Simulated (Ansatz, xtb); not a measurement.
This triplet is an excited state, 0.30 eV above the relaxed singlet at the level frozen-core CCSD(T)/cc-pVTZ // PBE0-D3(BJ)/def2-SVP (Ansatz, a quantum-chemistry and plane-wave program).

A geometry relaxed with GFN2-xTB in xtb, charge 0, multiplicity 3:

```xyz
8

H     -1.4988     0.8022    -0.2691
H      1.8110     1.4296     0.3023
H     -2.0996    -0.4078     0.8554
B      1.8882     0.2625     0.4363
H      2.9418    -0.2131     0.6456
H     -1.9174    -0.8054    -0.8436
C     -1.4671    -0.2583    -0.0179
Si     0.3419    -0.8096     0.3143
```

**Question.** Write the SMILES of this molecule.

**Answer.** `B[Si]C`
